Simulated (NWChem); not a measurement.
# AlAsH4O; SMILES [OH][AlH][AsH2]

```xyz
7

Al    -0.5632    -1.2089     0.0127
As     0.0890     1.1246     0.0473
H     -1.0072     1.4637    -0.9609
H      1.1249     0.8697    -1.0433
H     -2.0698    -1.7166     0.0669
O      0.7145    -2.3397     0.0191
H      0.6223    -3.2934     0.0579
```
Atoms are numbered in this order, from 1.

Program: NWChem. Medium grid unless said otherwise, to which SCAN and Minnesota functionals are sensitive. Geometry: optimised at PBE0/def2-SVP. Hybrids' shares of exact exchange are those that their runs print; pure functionals count as 0. The functionals differ in more than this share.

```
row              share of exact exchange  orbital gap (eV)
---------------  -----------------------  ----------------
PBE/def2-SVP                        0.00              4.50
BLYP/def2-SVP                       0.00              4.46
B3LYP/def2-SVP                      0.20              5.89
M06/def2-SVP                        0.27          withheld
M05-2X/def2-SVP                     0.56              8.15
```

Question: Fit a straight line of the last column on the one before it, predict the withheld value, and compare with the run.

Answer: 
1. Means of the 4 shown rows: x = 0.190, y = 5.750. Slope Σ(x − x̄)(y − ȳ)/Σ(x − x̄)² = 1.372/0.2092 = 6.558; intercept 4.504.
2. The shown rows scatter about the line by 0.045 (root mean square); the largest residual is +0.07, at B3LYP/def2-SVP.
3. At x = 0.27 (M06/def2-SVP; inside the shown range) the line gives 6.27.
4. The run gives 6.15, -0.12 from the line, 2.7 times the scatter.
